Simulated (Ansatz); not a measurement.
Consider the atomization: `C[Si](F)([SiH3])[SiH3]` → C• + F• + 9 H• + 3 Si•.

Calculated with Ansatz (gas phase, PBE0-D4/def2-TZVP geometries, no zero-point term in ΔE). CCSD(T)/CBS is the MP2 limit (def2-TZVPP, def2-QZVPP) plus CCSD(T) − MP2 in def2-TZVPP, frozen cores. This one scheme is used for every species, atoms too. Functionals use def2-TZVPP. No spin–orbit coupling; open shells (•) take unrestricted orbitals. Spin–orbit coupling would lower the free atoms: a little for C, F, Si.

**Question.** What is ΔE at CCSD(T)/CBS? (Best estimate.)

**Answer.** Computed: +4638.6 kJ/mol.

**Question.** What do these levels give: PBE-D4, PBE0-D4, ωB97X-V, ωB97M-V, B2PLYP, PBE, CCSD(T)/def2-TZVPP, HF/def2-QZVPP, MP2/def2-QZVPP, SCS-MP2/def2-QZVPP, HF/CBS(def2), MP2/CBS(def2)? (An estimate is asked.)

**Answer.** The calculation gave: PBE-D4 4616.4, PBE0-D4 4590.7, ωB97X-V 4664.4, ωB97M-V 4629.0, B2PLYP 4563.4, PBE 4583.4, CCSD(T)/def2-TZVPP 4522.3, HF/def2-QZVPP 3551.6, MP2/def2-QZVPP 4589.0, SCS-MP2/def2-QZVPP 4622.8, HF/CBS(def2) 3552.9, MP2/CBS(def2) 4635.6 kJ/mol.

Largest T1 diagnostic among the species: 0.013.

In def2-TZVPP, CCSD(T) changes the Hartree–Fock value by +979.3 kJ/mol (the triples alone add +44.2 kJ/mol) and MP2 by +976.3 kJ/mol; breaking electron pairs costs correlation energy, which Hartree–Fock lacks. From PBE to PBE0 (25 % exact exchange), in def2-TZVPP and without D4, ΔE moves by −21.3 kJ/mol: exact exchange takes away binding that semilocal exchange gives to molecules.

For atomizations the MP2-based limit and the directly extrapolated one differ by several kJ/mol either way, and by 10 to 25 for some Ge, Se and Sn compounds, so smaller differences from it don't rank the levels.
